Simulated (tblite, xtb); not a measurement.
ClK (SMILES [Cl][K]), singlet, at a GFN2-xTB geometry (such geometries of metal compounds can be far from the true shape). Base run: xtb 6.7.1 with GFN1-xTB.

Here is a job for xtb.
```
$ xtb mol.xyz --gfn 1 --json

# file mol.xyz
2

K     -0.00000000    -0.00000000    -1.21784993
Cl     0.00000000     0.00000000     1.36112639
```

Programs used: tblite, xtb; a row that names a program was run with it.

The base run was repeated with changes; each row names its change, and settings that it needs were set with it.

| change | ΔE vs base (kJ/mol) | HOMO-LUMO gap (eV) | dipole (D) | SCF cycles |
|---|---|---|---|---|
| base | 0.00 | 5.34 | 10.77 | 7 |
| program = tblite; method = gfn1; option = --spin-polarized | 0.00 | - | - | - |
| program = tblite; method = gfn1; option = (--efield, 0,0,0.1) | 21.46 | - | - | - |
| acc = 30 | 0.00 | 5.34 | 10.77 | 6 |
| program = tblite; method = gfn1; option = (--guess, eeq) | 0.00 | - | - | - |
| acc = 1000 | 0.00 | 5.34 | 10.77 | 5 |
